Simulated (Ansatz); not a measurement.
C$_{5}$F$_{3}$O$_{5}$PW, SMILES `[O+]#[C][W-6]([C]#[O+])([C]#[O+])([C]#[O+])([C]#[O+])[P+](F)(F)F`, relaxed with RKS PBE0-D4/def2-TZVP in the Gaussian-basis code of Ansatz from a GFN2-xTB geometry. The force threshold is 0.005 eV/Å; the program also tests the step.

Total charge 0; spin multiplicity 1. W: def2 effective core potential.

Start:

```xyz
15

O     0.979    1.871    2.399
C     0.699    1.290    1.463
W     0.231    0.300   -0.220
C    -0.220   -0.662   -1.924
O    -0.461   -1.185   -2.905
C     1.230    1.660   -1.267
O     1.800    2.438   -1.869
C    -1.437    1.404   -0.404
O    -2.364    2.051   -0.523
C     1.917   -0.778   -0.055
O     2.885   -1.368    0.025
P    -0.982   -1.322    1.005
F    -1.411   -1.118    2.517
F    -0.447   -2.797    1.227
F    -2.420   -1.784    0.530
```

| step | energy (eV) | largest force (eV/Å) | largest move (Å) |
| --- | --- | --- | --- |
| 1 | -34674.5136 | 2.211 | 0.000 |
| 2 | -34674.7275 | 1.141 | 0.065 |
| 3 | -34674.7488 | 0.598 | 0.075 |
| 4 | -34674.7625 | 0.125 | 0.041 |
| 5 | -34674.7634 | 0.054 | 0.005 |
| 6 | -34674.7635 | 0.021 | 0.004 |
| 7 | -34674.7635 | 0.006 | 0.002 |
| 8 | -34674.7635 | 0.003 | 0.001 |

End:

```xyz
15

O     0.953    1.845    2.478
C     0.696    1.297    1.515
W     0.229    0.302   -0.225
C    -0.238   -0.693   -1.963
O    -0.497   -1.243   -2.925
C     1.262    1.704   -1.301
O     1.835    2.483   -1.899
C    -1.486    1.422   -0.405
O    -2.435    2.042   -0.504
C     1.945   -0.820   -0.044
O     2.892   -1.441    0.058
P    -0.991   -1.331    1.010
F    -1.365   -1.055    2.498
F    -0.395   -2.759    1.199
F    -2.405   -1.752    0.507
```

Run time 36 s (4 threads of an AMD EPYC 7R13 on a shared host and a share of an NVIDIA H100 80 GB); peak host memory 1.4 GiB.
